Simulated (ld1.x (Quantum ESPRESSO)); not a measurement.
## Varying the RRKJ potential for Cu

Base potential:

ld1.x (Quantum ESPRESSO) 7.5 input, shortened:

```
&input
   title='Cu', zed=29., rel=2, dft='PZ', iswitch=3,
   config='[Ar] 3d8 4s0 4p0', rel_dist='average'
 /
 &inputp
   pseudotype=2, tm=.false., rho0=0.001, lloc=1,
   nlcc=.false.
 /
3
3S  1  0   2.00   0.00  0.80  0.80  0.0
3D  3  2   8.00   0.00  1.50  1.50  0.0
3P  2  1   6.00   0.00  0.75  0.75  0.0
 &test
   configts(1)='3s2 3p6 3d8 4s0 4p0'
 /
```

Open shells are filled in proportion to 2j + 1 (rel_dist='average').

All-electron outer shells of the reference configuration (LDA (PZ), scalar-relativistic, ld1.x):

```tsv
shell	level (eV)	outermost node (bohr)	outermost maximum (bohr)
2p	-963.71	–	0.16
3s	-160.16	0.29	0.61
3p	-117.73	0.26	0.62
3d	-49.25	–	0.58
4s	-34.63	0.86	1.81
4p	-26.02	0.92	2.08
```

Cutoffs, loose and tight: the cutoffs (Ry, on a coarse ladder) from which the occupation-weighted sum of valence levels, in a spherical-Bessel basis at the reference potential, stays within 10 and 1 mRy of its value at 400 Ry. They do not see the model core or the augmentation charge, which bear on the density cutoff. Test errors are all-electron minus pseudo excitation energies from the reference, over the configurations 3s2 3p6 3d10 4s1 4p0; 3s2 3p6 3d10 4s0 4p0; 3s2 3p6 3d9 4s0 4p0; 3s2 3p6 3d9 4s2 4p0; 3s2 3p6 3d9 4s1 4p1; 3s1 3p6 3d10 4s1 4p0; 3s2 3p6 3d9 4s1 4p0. A dash means not determined; rows that change the core or the reference have their own tests. The largest error is taken over the tests solved by every variant that gives reliable tests at all: 3s1 3p6 3d10 4s1 4p0; 3s2 3p6 3d10 4s0 4p0; 3s2 3p6 3d9 4s0 4p0; 3s2 3p6 3d9 4s1 4p0.

Cutoffs are not given where the Bessel-basis levels miss the radial ones by over 6 mRy, ghosts where they miss by over 20 mRy; a channel whose overlap is not positive is not tested.

| change | outcome | bound ghosts | largest test error (meV) |
| --- | --- | --- | --- |
| base | generated, misses its reference levels by 1.79 eV | not determined | +96 |
| all radii scaled by about 0.77 (s 0.62, p 0.58, d 1.14 bohr) | generated, misses its reference levels by 1.79 eV | not determined | +121 |
| all radii scaled by about 0.85 (s 0.68, p 0.64, d 1.26 bohr) | generated, misses its reference levels by 1.79 eV | not determined | +88 |
| all radii scaled by about 0.88 (s 0.70, p 0.66, d 1.32 bohr) | generated, misses its reference levels by 1.79 eV | not determined | +69 |
| all radii scaled by about 1.12 (s 0.90, p 0.84, d 1.68 bohr) | generated, misses its reference levels by 1.79 eV | not determined | +251 |
| all radii scaled by about 1.23 (s 0.98, p 0.92, d 1.84 bohr) | generated, misses its reference levels by 1.79 eV | not determined | +552 |
| all radii scaled by about 1.39 (s 1.12, p 1.04, d 2.08 bohr) | generated, misses its reference levels by 1.79 eV | not determined | +1264 |

Task: What comes out with this change to the base: all radii scaled by about 1.33 (s 1.06, p 1.00, d 2.00 bohr)?

Result: outcome: generated, misses its reference levels by 1.79 eV; bound ghosts: not determined; largest test error (meV): +924.

Task: What comes out with this change to the base: all radii scaled by about 1.15 (s 0.92, p 0.86, d 1.74 bohr)?

Result: outcome: generated, misses its reference levels by 1.79 eV; bound ghosts: not determined; largest test error (meV): +378.
